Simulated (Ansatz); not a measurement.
```yaml
crystal:
  periodic: [true, true, true]
  atoms:
    - {symbol: Be, position_ang: [-0.001373, -0.000789, -0.000029]}
    - {symbol: F, position_ang: [-0.016010, -0.020274, 1.390801]}
    - {symbol: F, position_ang: [0.017382, 0.021054, -1.390772]}
basis:
  gaussian: {orbitals: def2-SVPD}
hamiltonian: {xc: {name: HSE06}, dispersion: d4}
scf: {omitted_lower_state_checks: [starts]}
```

```sh
$ ansatz run in.yaml --threads 4 --pin off --events-out ev --progress --plain --max-ram 3916MiB
```

Output, abridged:

```
Error: YAML parse error: error: line 2 column 3: crystal: missing field `lattice` (a structure is typed as `lattice` and `atoms`, a molecule's as `atoms` in Å alone, or read from a run's directory, `checkpoint`)
 --> <input>:2:3
1 | crystal:
2 |   periodic: [true, true, true]
3 |   atoms:
4 |     - {symbol: Be, position_ang: [-0.001373, -0.000789, -0.000029]}
```

Something in this input is off. What?

The species is marked periodic without a cell. The input was rejected before any iteration.
